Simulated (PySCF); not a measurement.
From one molecule to another.

First species: C₄H₁₃ClSi₂.
InChI=1S/C4H13ClSi2/c5-3-1-2-4(6)7/h4H,1-3H2,6-7H3

Second species: 4-fluorophenyl methyl sulfone, C₇H₇FO₂S.
SMILES with atom numbers: `[CH3:1][S:2](=[O:3])(=[O:4])[c:5]1[cH:6][cH:7][c:8]([F:9])[cH:10][cH:11]1` (hydrogens: H12, H13, H14 on C1; H15 on C6; H16 on C7; H17 on C10; H18 on C11)

Cartesian coordinates in Å at the GFN2-xTB level; atoms count from 1:
```xyz
18
C7H7FO2S angstrom
C      2.6134   -0.1402   -0.7427
S      1.6944   -0.6579    0.7380
O      1.7506   -2.0906    0.8248
O      2.1612    0.1160    1.8544
C      0.0042   -0.1694    0.3659
C     -0.8355   -1.0749   -0.2542
C     -2.1359   -0.7055   -0.5509
C     -2.5525    0.5721   -0.2120
F     -3.8130    0.9391   -0.5016
C     -1.7195    1.4842    0.4165
C     -0.4217    1.1003    0.7071
H      2.1803   -0.6401   -1.5990
H      3.6456   -0.4402   -0.6099
H      2.5375    0.9355   -0.8298
H     -0.4644   -2.0627   -0.4773
H     -2.8245   -1.3851   -1.0272
H     -2.0917    2.4632    0.6729
H      0.2626    1.7625    1.2134
```

Levels: PBE0/pcSseg-1 for dipole moment, HOMO energy, LUMO energy and HOMO–LUMO gap; GFN2-xTB for rotational constant A and rotational constant C. Geometries: GFN2-xTB. Each species is one conformer at its optimised geometry, gas phase, non-relativistic unless stated. Electronic properties by PySCF.

The conformers computed, where there is a choice (atom-mapped SMILES and torsion angles):
- `[SiH3:1][CH:2]([SiH3:3])[CH2:4][CH2:5][CH2:6][Cl:7]`: Si1–C2–C4–C5 170°, C2–C4–C5–C6 -179°, C4–C5–C6–Cl7 -67°
- `[CH3:1][S:2](=[O:3])(=[O:4])[c:5]1[cH:6][cH:7][c:8]([F:9])[cH:10][cH:11]1`: C1–S2–C5–C6 91°

Values for the first species:

```
Dipole moment         : 2.29 D
HOMO energy           : -8.23 eV
LUMO energy           : 0.46 eV
HOMO–LUMO gap         : 8.69 eV
Rotational constant A : 2.141 GHz
Rotational constant C : 0.544 GHz
```

Problem. Estimate the same properties for the second species, and the change in each.

Solution. 
```
             property      first     second  second less first
        dipole moment     2.29 D     4.11 D            +1.82 D
          HOMO energy   -8.23 eV   -8.05 eV           +0.18 eV
          LUMO energy    0.46 eV   -1.28 eV           -1.74 eV
        HOMO–LUMO gap    8.69 eV    6.77 eV           -1.92 eV
rotational constant A  2.141 GHz  2.534 GHz         +0.393 GHz
rotational constant C  0.544 GHz  0.500 GHz         -0.044 GHz
```

On the first: The dipole matches unit charges of opposite sign 0.48 Å apart (1 e·Å = 4.8032 D).

On the second: In atomic units the dipole is 1.62 e·bohr (1 au = 2.5417 D).
